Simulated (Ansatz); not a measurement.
Reaction (formal hydrolysis of the Al–C bond): `F[CH]([SiH3])[Al]([F])[Cl]` + H₂O → `[OH][Al]([F])[Cl]` + `FC[SiH3]`

Calculated with Ansatz (gas phase, PBE0-D4/def2-TZVP geometries, no zero-point term in ΔE). CCSD(T)/CBS adds triple-zeta CCSD(T) − MP2 to the extrapolated MP2 energy (def2 sets, frozen cores). This one scheme is used for every species. Functionals use def2-TZVPP. One conformer a species, not always the lowest.

`F[CH]([SiH3])[Al]([F])[Cl]`:

Cartesian coordinates in Å:
```
F -1.084 1.483 -0.656
C -0.154 0.429 -0.620
Si -1.001 -1.137 0.026
Al 1.431 0.968 0.402
F 2.729 -0.038 0.382
Cl 1.520 2.712 1.522
H 0.161 0.224 -1.653
H -2.200 -1.460 -0.788
H -1.400 -0.946 1.445
H -0.003 -2.236 -0.060
```

H₂O:

Cartesian coordinates in Å:
```
O 0.157 -0.044 0.353
H -0.533 0.570 0.093
H 0.376 -0.526 -0.447
```

`[OH][Al]([F])[Cl]`:

Cartesian coordinates in Å:
```
O -0.210 1.271 -0.169
Al -0.021 -0.321 0.318
F -0.362 -0.703 1.870
Cl 0.626 -1.821 -0.963
H -0.032 1.574 -1.057
```

`FC[SiH3]`:

```xyz
8

F     0.948   -1.293   -1.083
C     0.593    0.014   -0.771
Si   -0.566    0.044    0.729
H     0.113    0.457   -1.650
H     1.510    0.580   -0.573
H    -0.908    1.464    1.011
H     0.114   -0.549    1.908
H    -1.804   -0.717    0.429
```

| species | ωB97M-V energy (Eh) |
| --- | --- |
| `F[CH]([SiH3])[Al]([F])[Cl]` | -1232.46442 |
| H₂O | -76.43342 |
| `[OH][Al]([F])[Cl]` | -878.53431 |
| `FC[SiH3]` | -430.41661 |

Work out ΔE.

ΔE = (-878.53431) + (-430.41661) − (-1232.46442) − (-76.43342) = -0.05308 Eh = -1.44 eV. CCSD(T)/CBS gives -1.46 eV.

Largest T1 diagnostic among the species: 0.012.

From PBE to PBE0 (25 % exact exchange), in def2-TZVPP and without D4, ΔE moves by −0.06 eV. The D4 term adds +0.08 eV with B3LYP and +0.05 eV with PBE0; it sums over pairs of atoms, weighted by their polarisabilities, and B3LYP, whose exchange is more repulsive, gets the larger term. In def2-TZVPP, CCSD(T) changes the Hartree–Fock value by +0.22 eV (the triples alone add +0.04 eV) and MP2 by +0.19 eV.

B3LYP here is the variant with VWN-RPA as its local correlation; programs differ in this.
